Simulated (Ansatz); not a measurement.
Consider the redistribution: `CO[Si](C#N)(C#N)C#N` + `[SiH3][O][ZnH]` → `N#C[SiH](C#N)C#N` + `C[O][Zn][O][SiH3]`.

Calculated with Ansatz (gas phase, PBE0-D4/def2-TZVP geometries, no zero-point term in ΔE). CBS: MP2 limit from def2 TZ/QZ plus the TZ coupled-cluster correction, frozen cores. Functionals use def2-TZVPP. For Zn outer-core shells are correlated without core-valence functions, which leaves a few kJ/mol of doubt a bond. Scalar relativity is left out up to krypton. Each species was taken in one conformer, which may not be the lowest.

```tsv
level	ΔE (eV)
PBE-D4	0.99
r2SCAN0-D4	1.11
HF/CBS(def2)	1.07
CCSD/CBS(def2)	0.99
```

(1) What does CCSD(T)/CBS give? (Estimate.)

Largest T1 diagnostic among the species: 0.016.

Answers

(1) Ansatz gave: +0.99 eV. The listed levels differ from it by 0.00, 0.12, 0.08, 0.00 eV.

From PBE to PBE0 (25 % exact exchange), in def2-TZVPP and without D4, ΔE moves by +0.06 eV. In def2-TZVPP, CCSD(T) changes the Hartree–Fock value by −0.06 eV (the triples alone add −0.01 eV) and MP2 by −0.06 eV. The D4 term adds +0.08 eV with B3LYP and +0.05 eV with PBE0; it sums over pairs of atoms, weighted by their polarisabilities, and B3LYP, whose exchange is more repulsive, gets the larger term.

B3LYP here is the variant with VWN-RPA as its local correlation; programs differ in this.
